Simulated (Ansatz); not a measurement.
Relaxation of C3H8BN (13 atoms, charge 0, multiplicity 1), to a largest force component of 0.02 eV/Å in at most 50 steps.

Level of theory: RHF/def2-SVP (Ansatz).

```xyz
13
Properties=species:S:1:pos:R:3
C -1.456 1.137 -0.708
B -0.186 0.402 -0.323
C 0.382 -0.098 1.073
C 1.150 -1.207 0.365
N 0.568 -0.821 -0.938
H -1.597 2.113 -0.101
H -2.357 0.529 -0.543
H -1.420 1.482 -1.798
H -0.376 -0.421 1.828
H 1.138 0.627 1.545
H 0.150 -1.761 -1.085
H 2.207 -1.162 0.440
H 1.307 -0.405 -1.508
```

**Question.** Where does it end, and by what steps?

**Answer.** It converged. After 28 steps the energy has fallen by 3.463 eV; H12 moved furthest, 1.87 Å. Joined: B2–C4.

```csv
step,energy less start (eV),largest force component (eV/Å),accepted
0,0.0000,3.639,yes
1,-1.3432,1.670,yes
2,-1.6809,0.970,yes
3,-1.7336,0.710,yes
4,-1.7863,0.284,yes
5,-1.8382,0.336,yes
6,-1.8906,0.578,yes
7,-1.9676,0.861,yes
8,-2.1002,1.082,yes
9,-2.3294,1.407,yes
10,-2.6674,2.103,yes
11,-2.9744,2.442,yes
12,-3.1840,1.153,yes
13,-3.3090,1.539,yes
14,-3.3683,1.149,yes
15,-3.3817,0.467,yes
16,-3.3511,0.527,no
17,-3.3958,0.035,yes
18,-3.4050,0.073,yes
19,-3.4135,0.190,yes
20,-3.4055,0.631,no
21,-3.4267,0.124,yes
22,-3.4381,0.156,yes
23,-3.4433,0.410,yes
24,-3.4491,0.325,yes
25,-3.4464,0.582,no
26,-3.4622,0.078,yes
27,-3.4627,0.037,yes
28,-3.4628,0.017,yes
```

```xyz
13
Properties=species:S:1:pos:R:3
C -1.616 0.814 -0.658
B -0.246 0.243 -0.114
C 0.814 0.359 1.051
C 0.500 -0.970 0.407
N 0.854 -0.617 -0.985
H -2.304 0.979 0.176
H -2.108 0.131 -1.356
H -1.486 1.775 -1.163
H 0.419 0.475 2.057
H 1.826 0.764 0.951
H 0.502 -1.233 -1.695
H 0.558 -1.991 0.759
H 1.797 -0.315 -1.180
```

Time of the run: 19 s on 2 threads of AMD EPYC 9R45 96-Core Processor (Zen 5), on a shared host, peak memory 0.24 GiB.
